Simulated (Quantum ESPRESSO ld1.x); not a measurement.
Xe4+, 50 electrons, occupied as [Kr] 4d10 5s2 5p1.5 6s0.5 (fractional occupations, a model configuration).

All-electron calculation, Dirac Kohn-Sham, PBE, spin-unpolarised, spherical densities, point nucleus; open shells fill j = l - 1/2 first. Program: ld1.x of Quantum ESPRESSO 7.5.

Energy parts (hartree):
total: -7445.94
kinetic: 7911.48
electron-nucleus: -18016.29
Hartree: 2844.48
exchange-correlation: -185.61

Orbitals (lengths in bohr, moments of r in powers of bohr; r(max) is where P^2 peaks):
orbital,occ.,eigenvalue (hartree),<r^2>,<r^4>,r(max),small-component weight
1s1/2,2,-1264.10,0.0009636,2.434e-06,0.017,3.96e-02
2s1/2,2,-198.213,0.01543,0.0004111,0.097,8.50e-03
2p1/2,2,-186.328,0.01139,0.0002617,0.074,8.53e-03
2p3/2,4,-174.397,0.01267,0.0003164,0.079,8.08e-03
3s1/2,2,-41.9974,0.1072,0.01747,0.279,2.54e-03
3p1/2,2,-37.0591,0.1019,0.01658,0.266,2.48e-03
3p3/2,4,-34.7925,0.1099,0.01918,0.277,2.36e-03
3d3/2,4,-26.1071,0.09192,0.01541,0.225,2.24e-03
3d5/2,6,-25.6281,0.09421,0.01613,0.227,2.20e-03
4s1/2,2,-9.05595,0.5788,0.4910,0.662,7.39e-04
4p1/2,2,-7.30617,0.6312,0.6019,0.678,6.77e-04
4p3/2,4,-6.85273,0.6784,0.6953,0.700,6.39e-04
4d3/2,4,-4.01789,0.8665,1.246,0.740,5.00e-04
4d5/2,6,-3.94394,0.8871,1.306,0.752,4.90e-04
5s1/2,2,-2.32991,3.223,14.87,1.56,1.65e-04
5p1/2,1.5,-1.86040,3.972,22.93,1.70,1.36e-04
5p3/2,0,-1.78966,4.233,25.97,1.77,1.29e-04
5d3/2,0,-1.13283,7.060,74.00,2.23,8.26e-05
5d5/2,0,-1.12375,7.176,76.36,2.25,8.16e-05
6s1/2,0.5,-0.98318,13.41,245.2,3.36,5.40e-05
6p1/2,0,-0.83010,16.62,376.9,3.75,4.61e-05
6p3/2,0,-0.80987,17.39,412.0,3.85,4.46e-05
7s1/2,0,-0.53568,38.49,1972,6.02,2.74e-05

The highest occupied level is 6s1/2 at -26.754 eV. The configuration is held as typed, so some empty levels lie below it. The density falls to 0.001 e/bohr^3 at r = 3.96 bohr.
